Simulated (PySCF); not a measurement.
Bonds: Si1-C2, Si1-C7, Si1-C12, Si1-O17, C2-C3, C7-C8, C12-C13, O17-C18, C18-C19, C18-C20, C18-C21. C2 carries H4; C3 carries H5, H6; C7 carries H9; C8 carries H10, H11; C12 carries H14; C13 carries H15, H16; C19 carries H22, H23, H24; C20 carries H25, H26, H27; C21 carries H28, H29, H30.

Computed data (PySCF 2.14.0 with density-fitted response routines): structure optimised with PBE0-D3(BJ)/def2-SVP, GIAO B3LYP/pcSseg-1 shieldings. A single conformation, non-relativistic, fast rotation and ring inversion assumed for equivalent nuclei, no solvent.

Referencing at the same level of theory: $^{13}$C and $^{1}$H and $^{29}$Si against TMS; H2O for $^{17}$O.

```
                              atoms    nucleus  count  δ (ppm)
H22/H23/H24/H25/H26/H27/H28/H29/H30    $^{1}$H      9     1.30
              H5/H6/H10/H11/H15/H16    $^{1}$H      6     6.14
                          C3/C8/C13   $^{13}$C      3        ?
                          H4/H9/H14    $^{1}$H      3        ?
                                C18   $^{13}$C      1     73.4
                        C19/C20/C21   $^{13}$C      3        ?
                                O17   $^{17}$O      1    111.8
                                Si1  $^{29}$Si      1    -19.9
                          C2/C7/C12   $^{13}$C      3    145.0
```

Fill in the missing shifts.

Answers


- C3/C8/C13: 143.5 ppm, carbon bonded to C, 2 H
- C19/C20/C21: 34.2 ppm, carbon bonded to C, 3 H
- H4/H9/H14: 6.26 ppm, hydrogen on a carbon bonded to C, Si

Shifts are as computed. Against solution values, carbons near 30 ppm lie about +2 ppm off and those near 130 ppm about +6 ppm. Of 1313 compounds with measured shifts, 239 miss one by over three times the rms of a fit or turn the order of signals round; such compounds aren't used in these exercises. Experimental scales use liquid or dissolved standards, which lie at an offset from isolated H2O (liquid H2O: subtract about 36 ppm).
